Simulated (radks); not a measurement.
Coulomb parameter of the 3d shell of the manganese ion Mn3+ in the model configuration [Ar] 3d3 4p1, as a second difference U = [E(n + 1) + E(n - 1) - 2 E(n)] / (1)^2 with all orbitals relaxed. "Bare": the charge of the atom changes with n. "Screened": the 4p shell takes up the change at fixed total charge, which measures U(3d,3d) + U(4p,4p) - 2 U(3d,4p). Calculated with a radial shooting solver on a logarithmic mesh with Libxc functionals: Dirac Kohn-Sham, PBE, spin-unpolarised, spherical densities, finite nucleus; open shells are shared between the two j in proportion to 2j + 1; Fermi nuclear charge, rms radius 3.7057 fm.

case	configuration	E - E(n) (eV)
start	[Ar] 3d3 4p1	0.000
bare +1	[Ar] 3d4 4p1	-40.203
bare -1	[Ar] 3d2 4p1	59.500
screened +1	[Ar] 3d4	-20.371
screened -1	[Ar] 3d2 4p2	26.207

U(bare) = 19.297 eV, U(screened by 4p) = 5.836 eV.
